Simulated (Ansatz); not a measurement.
C2H7InZn (`[CH3][Zn][CH2][InH2]`), relaxed with RKS PBE0-D4/def2-TZVP in Ansatz from a GFN2-xTB geometry. The force threshold is 0.005 eV/Å; the program also tests the step.

Total charge 0; spin multiplicity 1. In takes the def2 core potential.

Start:

```xyz
11

C    -1.329   -0.173    2.354
Zn   -0.804   -0.358    0.400
C    -0.095   -0.440   -1.518
In    1.833    0.624   -1.736
H    -1.222    0.856    2.686
H    -2.356   -0.469    2.548
H    -0.693   -0.783    2.989
H     0.079   -1.467   -1.849
H    -0.786    0.018   -2.232
H     2.619    1.481   -0.422
H     2.754    0.710   -3.219
```

**Question.** By how much does the energy fall, and how many steps does the optimiser take? (An estimate is asked.)

**Answer.** Ansatz gave: 28.72 kJ/mol, in 22 steps, 1 of them rejected.

**Question.** Which bonds change most? (Estimate.)

**Answer.** The calculation gave: Zn2–C3 from 2.046 to 1.938 Å; C1–Zn2 from 2.032 to 1.941 Å; C3–In4 from 2.213 to 2.134 Å; In4–H10 from 1.755 to 1.731 Å.

**Question.** Give the relaxed structure. (Best estimate.)

**Answer.** Computed: 
```xyz
11

C    -1.200   -0.415    2.271
Zn   -0.694   -0.234    0.405
C    -0.178   -0.049   -1.454
In    1.830    0.621   -1.721
H    -1.154    0.548    2.785
H    -2.218   -0.799    2.367
H    -0.531   -1.105    2.792
H    -0.299   -1.026   -1.931
H    -0.863    0.667   -1.919
H     2.182    2.315   -1.789
H     3.126   -0.524   -1.805
```
